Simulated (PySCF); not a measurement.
Ga(F)2(SH) (F2GaHS), SMILES [F][Ga]([SH])[F].

Geometry optimised at r2SCAN-D4/def2-SVP. Other conformers were not sampled.

Calculation: C-PCM-ωB97X/def2-SVP in PySCF.

The values are the electrostatic part of the solvation free energy, E(continuum) − E(gas) at the gas-phase geometry, in a cavity of scaled van der Waals radii (PySCF's table); cavitation and dispersion terms are not included. A continuum can't describe solvent molecules that bind to the metal. In vacuum the orbital gap is 11.43 eV. The dipole moment in vacuum is 2.08 D.

### Question
Estimate the values in water (ε = 78.36), benzene (ε = 2.27), dimethylsulfoxide (ε = 46.83). (An estimate is asked for; the answer gives what the named calculation found.)

### Answer

| solvent | ε | ΔG(elec) (kcal/mol) | dipole (D) | gap (eV) |
|---|---|---|---|---|
| water | 78.36 | -8.0 | 2.40 | 11.41 |
| benzene | 2.27 | -4.4 | 2.25 | 11.42 |
| dimethylsulfoxide | 46.83 | -8.0 | 2.39 | 11.41 |
